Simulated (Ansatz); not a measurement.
Consider the redistribution: `[NH]=[Nb]([NH2])([NH2])[NH2]` + `[OH][Hf]([F])([Cl])[Br]` → `[NH]=[Nb]([NH2])([NH2])[OH]` + `[NH2][Hf]([F])([Cl])[Br]`.

Computed with Ansatz on PBE0-D4/def2-TZVP structures; ΔE is electronic, products minus reactants. CCSD(T)/CBS adds triple-zeta CCSD(T) − MP2 to the extrapolated MP2 energy (def2 sets, frozen cores). DFT in def2-TZVPP. B3LYP here is the variant with VWN-RPA as its local correlation; programs differ in this. def2 core potentials past Kr. For Br, Hf, Nb outer-core shells are correlated without core-valence functions, which leaves a few kJ/mol of doubt a bond. Scalar relativity is left out up to krypton. Each species was taken in one conformer, which may not be the lowest.

Problem. Is it downhill or uphill in electronic energy at CCSD(T)/CBS, and by how much? (An estimate is asked.)

Solution. The calculation gave: Uphill: ΔE = +7.4 kJ/mol.

Problem. What do these levels give: revPBE-D4, B3LYP-D4, r2SCANh-D4, BLYP, PBE0, BHLYP, RPA@PBE/def2-TZVPP, MP2/def2-SVP, HF/def2-TZVPP, SCS-MP2/def2-QZVPP, HF/CBS(def2), CCSD/CBS(def2)? (Estimate.)

Solution. The calculation gave: revPBE-D4 3.6, B3LYP-D4 5.5, r2SCANh-D4 4.6, BLYP 4.1, PBE0 4.2, BHLYP 6.0, RPA@PBE/def2-TZVPP 6.4, MP2/def2-SVP 11.0, HF/def2-TZVPP 6.4, SCS-MP2/def2-QZVPP 7.9, HF/CBS(def2) 7.4, CCSD/CBS(def2) 7.0 kJ/mol.

Largest T1 diagnostic among the species: 0.020, so the coupled-cluster value is less sure than usual.

Leaving LDA and LC-ωPBE aside and taking each functional with its dispersion term where it has one, the values, not all of them listed here, spread over 3.0 kJ/mol, from revPBE-D4 to CAM-B3LYP-D4. At CCSD(T), def2-SVP lies +3.5 kJ/mol from the extrapolated value and def2-TZVPP +0.0 kJ/mol.
